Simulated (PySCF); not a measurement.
# `Cl/C=C\O[SiH2]O`, C2H5ClO2Si

Molfile (atoms numbered from 1):
```
C2H5ClO2Si
     RDKit          3D

 11 10  0  0  0  0  0  0  0  0999 V2000
   -2.1131   -0.5718    0.6775 O   0  0  0  0  0  0  0  0  0  0  0  0
   -1.6302    0.4142   -0.5054 Si  0  0  0  0  0  4  0  0  0  0  0  0
   -0.0200    0.6380   -0.3162 O   0  0  0  0  0  0  0  0  0  0  0  0
    1.0291    0.6366   -1.1377 C   0  0  0  0  0  0  0  0  0  0  0  0
    2.2732    0.8794   -0.7420 C   0  0  0  0  0  0  0  0  0  0  0  0
    2.6690    1.2356    0.8943 Cl  0  0  0  0  0  0  0  0  0  0  0  0
   -1.7443   -0.5227    1.5561 H   0  0  0  0  0  0  0  0  0  0  0  0
   -2.2120    1.7472   -0.4028 H   0  0  0  0  0  0  0  0  0  0  0  0
   -1.9502   -0.3147   -1.7220 H   0  0  0  0  0  0  0  0  0  0  0  0
    0.8355    0.4195   -2.1826 H   0  0  0  0  0  0  0  0  0  0  0  0
    3.1096    0.8656   -1.4175 H   0  0  0  0  0  0  0  0  0  0  0  0
  1  2  1  0
  2  3  1  0
  3  4  1  0
  4  5  2  0
  5  6  1  0
  1  7  1  0
  2  8  1  0
  2  9  1  0
  4 10  1  0
  5 11  1  0
M  END
```

The calculation used GIAO PBE/pcSseg-1 magnetisability, rotational g tensor and spin-rotation constants, non-relativistic, gas phase (PySCF 2.14.0). Geometry: GFN2-xTB, dihedral held. The dihedral O1–Si2–O3–C4 is held at 135°.

Q: Give the nuclear spin-rotation constants along the inertial axes (H = +C I·J) beside the isotropic shieldings.

A: Rotational constants 5.9192, 0.9779, 0.8724 GHz. A star marks the isotopologue with that one atom substituted, in its own axes.
```csv
atom,isotope,Caa (kHz),Cbb (kHz),Ccc (kHz),mean (kHz),σ (ppm)
Cl6,35Cl,1.850,0.161,0.146,0.719,783.8
H7,1H,-0.642,0.005,-0.113,-0.250,29.5
H8,1H,-0.496,-0.083,0.044,-0.179,26.2
H9,1H,-0.323,-0.012,-0.052,-0.129,26.5
H10,1H,-0.461,0.066,-0.088,-0.161,25.0
H11,1H,-0.068,-0.025,-0.087,-0.060,26.4
O1,17O*,-0.289,-0.115,-0.093,-0.166,284.5
Si2,29Si*,-3.689,-0.582,-0.540,-1.604,364.7
O3,17O*,-1.469,-0.168,-0.084,-0.574,187.5
C4,13C*,1.840,0.450,0.202,0.831,41.0
C5,13C*,1.664,0.361,0.180,0.735,73.3
```
For the geometry as given, no vibrational averaging.
